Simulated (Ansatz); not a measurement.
Molecule: CdF$_{2}$ (charge 0, singlet). 
Coordinates optimised at B3LYP-D3(BJ)/def2-TZVP (Ansatz, an electronic-structure program):
```
Cd
F 1 1.9335
F 1 1.9335 2 180.00
```

**Question.** Give the harmonic wavenumbers at B3LYP-D3(BJ)/def2-TZVP (Ansatz, finite differences of forces, unscaled).

**Answer.** 136, 136, 531, 634 cm⁻¹. Zero-point energy 2.1 kcal/mol.

**Question.** From these and the geometry, give the ideal-gas thermochemistry at 298.15 K and 1 atm (rigid rotor, harmonic oscillator).

**Answer.** Point group D∞h, rotational symmetry number 2. Rotational constants 3.558, 3.558 GHz. S(trans) 40.93, S(rot) 15.44, S(vib) 6.71, S(elec, spin only) 0.00, S 63.1 cal/(mol K). H(298) - H(0) 3.13 kcal/mol; G - E(el) -13.6 kcal/mol.
